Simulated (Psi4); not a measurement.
Noncovalent pair: SiH4 (SMILES [SiH4]) (first 5 atoms) with CH4S (SMILES CS); geometry from B3LYP-D3(BJ)/def2-TZVP, rigid monomers moved along the line of their centres of mass till Si1···S7 is 6.49 Å.
(charge 0, multiplicity 1):
```xyz
11

Si    -0.246     0.047     0.499
H      0.044     0.160    -0.953
H      0.707    -0.918     1.091
H     -1.634    -0.427     0.676
H     -0.065     1.375     1.123
C      1.227     0.526     7.047
S     -0.457    -0.167     6.984
H      1.808     0.222     6.179
H      1.110     1.608     7.031
H      1.736     0.240     7.965
H     -0.105    -1.462     6.988
```

Level of theory: SAPT0/jun-cc-pV(D+d)Z (Psi4).

Problem. Give the four SAPT terms and the total, and say what mostly holds the pair together.

Solution. electrostatics -0.2, exchange 0.0, induction 0.0, dispersion -0.2, total -0.5 kJ/mol; the largest attraction is dispersion.
